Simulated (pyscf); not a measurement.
## Routes from `[CH]=[CH][C]#[N]` [doublet]

Candidate steps break at most two bonds and form at most two. Each was searched with GFN2-xTB (tblite) first. PySCF, gas phase, ωB97X-D3(BJ)/def2-SVP geometries. MP2 and CC: frozen core, UHF for open shells. ΔMP2 is the change of the MP2 total energy from the triple- to the quadruple-zeta basis. Energies: CCSD(T)/def2-TZVPP + ΔMP2(QZVPP), kcal/mol, from the reactant's lowest minimum found, doublet surface; ΔG‡ with ideal gas, 1 atm, RRHO with modes under 100 cm⁻¹ raised to 100, one conformer, R ln 2 for chiral ones without a mode under 150 cm⁻¹.

```json
[
 {"products": "cyclic C₃H₂N (SMILES [N]=c1cc1) [doublet]", "type": "ring closure", "ΔE‡": "29.5", "ΔE": "+25.3", "ΔG‡ 298 K": "28.4", "ΔG‡ 900 K": "29.7", "ν‡ (cm⁻¹)": "811i"},
 {"products": "H₂C=C•–C≡N", "type": "hydrogen shift", "ΔE‡": "48.5", "ΔE": "-5.3", "ΔG‡ 298 K": "44.3", "ΔG‡ 900 K": "43.1", "ν‡ (cm⁻¹)": "2198i"}
]
```

Plain bond fissions and candidates not yet searched are not listed, and one of them may be faster. Each barrier is that of the saddle found; lower ones may exist. The CCSD(T) − MP2 part came from Ansatz, without density fitting, on the same reference. An open-shell T1 diagnostic exceeds 0.045. A UHF reference is spin-contaminated (<S²> up to 1.38), which harms MP2 most.
